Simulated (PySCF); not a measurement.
**Steps of a relaxation of W6**

W6 (triplet). PySCF 2.14.0, UKS PBE, W def2-SVP with ECP60; non-relativistic Hamiltonian with scalar-relativistic core potentials where named; density fitting; no spin-orbit coupling. Origin of the start: template. Columns: position (Å) and force (eV/Å). Energies are counted from the last step; some of the 5 steps are shown. Forces carry noise of the integration grid, about 0.01 to 0.03 eV/Å.

Run from Python with OMP_NUM_THREADS=4. Where DIIS fails, smearing, a level shift and second-order steps follow.
It took 110 s on 4 threads of Arm Neoverse V1, on a shared host, from the converged density of the start.

```xyz
6
step 0  E = 1.623 eV
W     1.6968    0.0000    0.0000     5.63    0.00    0.00
W     0.0000    1.6968    0.0000     0.00    6.61    0.00
W    -1.6968    0.0000    0.0000    -5.63    0.00    0.00
W     0.0000   -1.6968    0.0000     0.00   -6.61    0.00
W     0.0000    0.0000    1.6968     0.00    0.00    6.61
W     0.0000    0.0000   -1.6968     0.00    0.00   -6.61
```

```xyz
6
step 1  E = 0.362 eV
W     1.7442    0.0000    0.0000     2.13    0.00    0.00
W     0.0000    1.7442    0.0000     0.00    3.02    0.00
W    -1.7442    0.0000    0.0000    -2.13    0.00    0.00
W     0.0000   -1.7442    0.0000     0.00   -3.02    0.00
W     0.0000    0.0000    1.7442     0.00    0.00    3.02
W     0.0000    0.0000   -1.7442     0.00    0.00   -3.02
```

```xyz
6
step 3  E = 0.000 eV
W     1.7892    0.0000    0.0000    -0.48    0.00    0.00
W     0.0000    1.7892    0.0000     0.00    0.34    0.00
W    -1.7892    0.0000    0.0000     0.48    0.00    0.00
W     0.0000   -1.7892    0.0000     0.00   -0.34    0.00
W     0.0000    0.0000    1.7892     0.00    0.00    0.34
W     0.0000    0.0000   -1.7892     0.00    0.00   -0.34
```

Question: Where does the relaxation end?

Answer: It converges at step 4 in Oh:
```xyz
6
step 4  E = 0
W     1.7905    0.0000    0.0000
W     0.0000    1.7905    0.0000
W    -1.7905    0.0000    0.0000
W     0.0000   -1.7905    0.0000
W     0.0000    0.0000    1.7905
W     0.0000    0.0000   -1.7905
```

No frequency check is given that shows the relaxed geometry to be a minimum. Open shells may have lower solutions than the one found.
